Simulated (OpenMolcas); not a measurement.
# Ho: effect of the basis set

```
Program             : OpenMolcas
Method              : CASSCF
Active space        : 11 electrons in 7 orbitals (4f)
State averaging     : 2S+1 = 4 odd, 35 roots (30 in the spin-orbit step); 2S+1 = 2 odd, 112 roots (43 in the spin-orbit step)
Spin-orbit coupling : RASSI with atomic mean-field integrals over the reference wave functions, term energies averaged over their components
```

A. ANO-RCC-VDZP [7s6p4d2f1g], DKH2, point nucleus; cost roughly 25 core-seconds
B. ANO-RCC-VTZP [8s7p5d3f2g1h], DKH2, point nucleus; cost of the order of 4 core-minutes
C. ANO-RCC-VQZP [9s8p6d4f3g2h], DKH2, point nucleus; cost roughly 3 core-minutes

Energies in cm-1 above 4f11 6s2 4I* 15/2, the measured ground level; measured values from NIST Handbook of Basic Atomic Spectroscopic Data.

```tsv
Level	A	B	C	Measured
4f11 6s2 4I* 15/2	0.0	0.0	0.0	0.0
4f11 6s2 4I* 13/2	5524	5552	5546	5420
4f11 6s2 4I* 11/2	9111	9143	9135	8605
4f11 6s2 4I* 9/2	11549	11573	11564	10696
4f11 6s2 4F* 9/2 [65 %]	17438	17352	17351	
4f11 6s2 2H* 11/2	20555	20496	20493	
4f11 6s2 4S* 3/2	21484	21396	21392	
4f11 6s2 4F* 7/2	22736	22674	22668	
4f11 6s2 4F* 5/2	24754	24695	24687	
4f11 6s2 4F* 3/2 [71 %]	24809	24735	24728	
4f11 6s2 2K* 15/2	29864	29759	29753	
4f11 6s2 4G* 11/2	30087	29983	29977	
4f11 6s2 2G* 7/2	30408	30334	30325	
4f11 6s2 4G* 9/2 [60 %]	30615	30535	30526
```

Deviations, from unrounded energies. A percentage is the sum of absolute deviations over the sum of measured energies, with the sign that they share, or ± where signs differ.

```json
{"Against measurement": "mean absolute deviation (cm-1)", "Levels": "3", "A": "490", "B": "520", "C": "510"}
{"Against measurement": "fine structure of the ground term (%)", "Levels": "3", "A": "+5.9", "B": "+6.3", "C": "+6.2"}
```

A, B, C lie about equally close to measurement. The largest miss of A in the table is 4f11 6s2 4I* 9/2, by +850 cm-1. The ranking rests on the paired levels alone, and a cruder setting can come out closer through cancelling errors.

Among A to C the level of the table that moves most is 4f11 6s2 4G* 11/2, by 110 cm-1 (lowest in C, highest in A).

High states are left out of the spin-orbit mixing, which shifts the levels that they would mix with. Without dynamic correlation excited terms often stand tens of per cent too high (terms of higher spin than the ground term too low), and those without a measured partner can miss by more than the paired ones. With the s shell closed, the reference lacks s² → p² mixing. Measured partners are found by configuration, term and J. A level has none where our copy of the source lacks it or the pairing is in doubt (some pairs that miss far off the trend of their configuration count as doubtful), and it then counts in no deviation. Levels of configurations outside the active space are missing. Levels that lie high or do not pair safely by name in every column are left out.

A share in square brackets marks a mixed level and gives the weight of the term that names it, the lowest over the columns. * marks odd parity.
